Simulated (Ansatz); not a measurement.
Basis-set extrapolation for `F[Si](F)([S])Cl` radical (PBE0-D4/def2-TZVP geometry, frozen core, the Gaussian-basis code of Ansatz). Multiplicity 2, UHF reference.

```
                       def2-TZVPP    def2-QZVPP
                 HF  -1345.177275  -1345.220336
    MP2 correlation     -0.931978     -1.024533
CCSD(T) correlation     -1.002529       not run
```

Energies in hartree. Use E(X) = E(∞) + A·exp(−7.88·√X) for Hartree–Fock and E(X) = E(∞) + B·X^(−2.97) for correlation, with X = 3 and 4, and add CCSD(T) minus MP2 of the smaller set to the MP2 limit.

Problem. What is the CCSD(T) energy at the basis-set limit?

Solution. HF limit: -1345.220336 + (-0.043061) × 0.13774 = -1345.22627. MP2 limit: -1.024533 + (-0.092555) × 0.74074 = -1.09309. Higher-order term: -1.002529 − (-0.931978) = -0.07055. Total: -1346.38991 hartree, 551.6 kJ/mol below CCSD(T)/def2-TZVPP.
